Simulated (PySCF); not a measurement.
ammonia (H₃N), SMILES N. Atoms are numbered in the order given.

```xyz
4

N      0.0000     0.0000     0.1117
H      0.8165    -0.4714    -0.2605
H     -0.8165    -0.4714    -0.2605
H      0.0000     0.9428    -0.2605
```
Charge 0, spin multiplicity 1.

Geometry: B3LYP-D3(BJ)/def2-TZVP.

Calculation: HF/pcSseg-2 in PySCF.

GIAO shieldings, no solvent; atoms alike by connectivity are averaged. δ = σ(ref) − σ: ¹H against TMS (σ = 31.98 ppm), references at their B3LYP-D3(BJ)/def2-TZVP geometries, non-relativistic.

Problem. Estimate the chemical shifts. (An estimate is asked for; the answer gives what the named calculation found.)

Solution. 
| nucleus | atoms | count | δ (ppm) |
|---|---|---|---|
| ¹H | H2, H3, H4 | 3 | 0.53 |
